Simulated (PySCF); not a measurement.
Can point charges reproduce the dipole moment of `CN1CCN(C)P1N`?

Coordinates (GFN2-xTB, Å) and charges (e) from the PBE0/pcSseg-1 density (PySCF):

```tsv
atom	x	y	z	Mulliken	IAO	Hirshfeld	ESP-fitted
C1	2.384	1.037	0.156	-0.0608	-0.3055	-0.0790	-0.4924
N2	1.124	0.403	-0.146	-0.7948	-0.4612	-0.1406	+0.0014
C3	1.183	-1.038	-0.277	+0.0147	-0.1569	-0.0293	-0.1154
C4	-0.260	-1.552	-0.187	-0.0046	-0.1574	-0.0304	-0.0075
N5	-1.112	-0.387	-0.063	-0.7904	-0.4726	-0.1505	-0.0301
C6	-2.457	-0.682	0.371	-0.0628	-0.3043	-0.0808	-0.5720
P7	-0.272	0.919	0.718	+0.8466	+0.8385	+0.2265	-0.0111
N8	-0.648	2.218	-0.290	-0.5755	-0.7695	-0.2733	-0.7539
H9	2.201	2.100	0.311	+0.1188	+0.1528	+0.0392	+0.2007
H10	2.873	0.624	1.048	+0.0884	+0.1093	+0.0260	+0.1468
H11	3.061	0.916	-0.693	+0.1093	+0.1397	+0.0402	+0.1452
H12	1.635	-1.282	-1.246	+0.1220	+0.1356	+0.0370	+0.0737
H13	1.806	-1.498	0.504	+0.0988	+0.1081	+0.0275	+0.0820
H14	-0.547	-2.103	-1.090	+0.1226	+0.1360	+0.0374	+0.0478
H15	-0.373	-2.235	0.669	+0.0989	+0.1062	+0.0264	+0.0711
H16	-2.985	0.257	0.541	+0.1011	+0.1407	+0.0374	+0.2145
H17	-2.976	-1.238	-0.415	+0.1114	+0.1401	+0.0397	+0.1651
H18	-2.493	-1.277	1.293	+0.0907	+0.1111	+0.0266	+0.1590
H19	-0.806	1.960	-1.258	+0.1776	+0.2522	+0.1082	+0.2893
H20	-1.341	2.867	0.053	+0.1879	+0.2571	+0.1114	+0.3858
```

Task: Compute μ = Σ q r for each scheme (1 e·Å = 4.803 D) and compare with the dipole of the full density.

Result: The full density gives (-0.63, -0.82, -0.49) D, 1.15 D in size; dipole vectors point from the negative to the positive end.

```json
{"scheme": "Mulliken", "μx": "0.12", "μy": "-1.25", "μz": "3.36", "size (D)": "3.59", "share of the full size (%)": "314", "angle to the full dipole (°)": "100"}
{"scheme": "IAO", "μx": "-0.62", "μy": "-0.15", "μz": "2.72", "size (D)": "2.79", "share of the full size (%)": "244", "angle to the full dipole (°)": "105"}
{"scheme": "Hirshfeld", "μx": "-0.29", "μy": "0.10", "μz": "0.52", "size (D)": "0.60", "share of the full size (%)": "52", "angle to the full dipole (°)": "103"}
{"scheme": "ESP-fitted", "μx": "-0.63", "μy": "-0.81", "μz": "-0.35", "size (D)": "1.09", "share of the full size (%)": "95", "angle to the full dipole (°)": "7"}
```

Task: Which set comes closest?

Result: Length of the difference vector: ESP-fitted 0.14 D, Hirshfeld 1.41 D, IAO 3.28 D, Mulliken 3.95 D. Closest: ESP-fitted. The schemes that divide the density aren't constrained to reproduce the dipole.

Task: What is left for the Hirshfeld atoms' own dipoles?

Result: The shares of the density sum to the whole, so what Σ q r misses lies in dipoles about the nuclei. The atomic dipoles sum to (-0.63, -0.82, -0.49) − (-0.29, 0.10, 0.52) = (-0.34, -0.92, -1.01) D, 1.41 D in size.

Task: With the origin at the mean of the coordinates, (0.000, 0.001, 0.000) Å, which are the largest single terms, by size, of the ESP-fitted dipole along the direction of the full one?

Result: C1 +5.03, C6 -4.63, N8 +3.97, H9 -2.75, H20 -2.45 D; all 20 atoms together +1.08 D. The single terms depend on the origin, their sum doesn't.

Task: Give the size of the full dipole in other units.

Result: 1.15 D = 0.451 au = 0.238 e·Å = 3.82 × 10⁻³⁰ C·m.

Geometry: GFN2-xTB, one conformer, isolated molecule.

The run behind these numbers computed NMR shieldings as well. The run took 59 s wall on Arm Neoverse N1, one thread, no GPU (shared host), and the process peaked at 0.92 GiB of memory.
